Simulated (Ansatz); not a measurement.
`[SH][Mg][Cl]` + dimethylamine → `C[N](C)[Mg][SH]` + HCl at 700 K and 1 bar (ligand exchange at a Mg–Cl bond).

Isolated molecules relaxed with PBE0-D4/def2-TZVP in Ansatz; ΔE leaves out vibrations. CCSD(T)/CBS adds triple-zeta CCSD(T) − MP2 to the extrapolated MP2 energy (def2 sets, frozen cores). This one scheme is used for every species. For Mg outer-core shells are correlated without core-valence functions, which leaves a few kJ/mol of doubt a bond. Each species was taken in one conformer, which may not be the lowest.

```tsv
species	CCSD(T)/CBS energy (Eh)	H − E (kJ/mol)	S (J/(mol·K))
`[SH][Mg][Cl]`	-1058.17129	70.2	363.1
`CNC`	-135.00321	296.9	352.4
`C[N](C)[Mg][SH]`	-732.73551	321.8	508.9
HCl	-460.38127	38.4	211.8
```

H − E and S are ideal-gas, rigid-rotor, harmonic terms from PBE0-D4/def2-TZVP, for one conformer and one mirror image of each species. 1 Eh = 2625.50 kJ/mol, R = 8.31446 J/(mol·K).

Task: By hand: ΔE, ΔH, ΔS and ΔG.

Result: ΔE = (-732.73551) + (-460.38127) − (-1058.17129) − (-135.00321) = 0.05772 Eh = 151.5 kJ/mol. Δ(H − E) = 321.8 + 38.4 − 70.2 − 296.9 = -6.9, so ΔH = 144.6 kJ/mol. ΔS = 508.9 + 211.8 − 363.1 − 352.4 = 5.2 J/(mol·K). ΔG = 144.6 − 700 × (5.2)/1000 = 141.0 kJ/mol.

Task: By hand: the equilibrium constant, and the temperature at which ΔG would vanish if ΔH and ΔS stayed fixed.

Result: log₁₀ K = −ΔG/(RT ln 10) = -10.5. ΔG = 0 at ΔH/ΔS = 27808 K, far beyond where these terms or the molecules hold.

The number of gas molecules stays the same, so ΔS is small and ΔH decides. A doubt of 5 kJ/mol in ΔE shifts log₁₀ K by 0.4 here. Other conformers and mirror images would add mixing entropy, several J/(mol·K) or more a flexible species. Modes under 60 cm⁻¹, often nearly free rotors, make the harmonic entropy too high. These are equilibria of isolated gas molecules and say nothing of rates. Largest T1 diagnostic: 0.010 (customary marks: 0.02 for closed shells, 0.045 for open ones).
